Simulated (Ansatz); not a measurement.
C$_{6}$H$_{12}$, triplet, at the geometry of the source list (a higher spin typed on purpose: for a closed-shell molecule this is an excited state); REVPBE/STO-3G (Ansatz, a quantum-chemistry and plane-wave program).

The Ansatz input:
Ansatz 0.2 input:
```yaml
crystal:
  periodic: [false, false, false]
  atoms:
    - {symbol: C, position_ang: [-0.67120000, 1.11310000, -0.68100000]}
    - {symbol: C, position_ang: [0.74460000, 1.25770000, -0.12960000]}
    - {symbol: C, position_ang: [1.45830000, -0.09140000, -0.13530000]}
    - {symbol: C, position_ang: [0.67120000, -1.11310000, 0.68100000]}
    - {symbol: C, position_ang: [-0.74460000, -1.25770000, 0.12960000]}
    - {symbol: C, position_ang: [-1.45830000, 0.09140000, 0.13530000]}
    - {symbol: H, position_ang: [-0.62190000, 0.78380000, -1.72140000]}
    - {symbol: H, position_ang: [-1.18010000, 2.07930000, -0.65940000]}
    - {symbol: H, position_ang: [1.30590000, 1.97880000, -0.72800000]}
    - {symbol: H, position_ang: [0.69690000, 1.63700000, 0.89380000]}
    - {symbol: H, position_ang: [1.55240000, -0.44610000, -1.16420000]}
    - {symbol: H, position_ang: [2.46480000, 0.01750000, 0.27470000]}
    - {symbol: H, position_ang: [1.18010000, -2.07930000, 0.65940000]}
    - {symbol: H, position_ang: [0.62190000, -0.78380000, 1.72140000]}
    - {symbol: H, position_ang: [-1.30590000, -1.97880000, 0.72800000]}
    - {symbol: H, position_ang: [-0.69690000, -1.63700000, -0.89380000]}
    - {symbol: H, position_ang: [-1.55240000, 0.44610000, 1.16420000]}
    - {symbol: H, position_ang: [-2.46480000, -0.01750000, -0.27470000]}
basis:
  gaussian:
    orbitals: STO-3G
hamiltonian:
  xc: revpbe
magnetization: {spin_polarized: true, initial_magnetization: 2}
```

Problem. Predict the main parts of the log of this Ansatz run.

Solution. 
```
Functional definition: revPBE
614 factors; integrals over basis functions are off by at most 4.3e-5 eV
mean field evaluation 1: about -6326.6978 eV, gradient 5.2e0 eV
mean field evaluation 2: about -6325.0606 eV, gradient 1.1e1 eV
mean field evaluation 4: about -6326.8619 eV, gradient 1.3e0 eV
mean field evaluation 8: about -6326.8804 eV, gradient 1.2e0 eV
mean field evaluation 16: about -6326.7671 eV, gradient 5.0e-4 eV
mean field evaluation 32: about -6326.6107 eV, gradient 3.0e-1 eV
mean field evaluation 64: about -6326.7653 eV, gradient 8.6e-6 eV
mean field evaluation 96: about -6326.7671 eV, gradient 2.5e-5 eV
mean field evaluation 128: about -6326.7579 eV, gradient 6.3e-1 eV
mean field evaluation 160: about -6325.8091 eV, gradient 2.2e0 eV
mean field -6326.76707103 eV, -232.5044014237 hartree, gradient 9.7e-6 eV, S^2 2.001174; 8 other end points of the search recorded, 0 dependent functions left out
reference -6326.76710316 eV, -232.5044026044 hartree; 25, 23 occupied and 17, 19 virtual orbitals, 614 factors
Total energy: -6326.76710316 eV, -232.5044026044 hartree
```
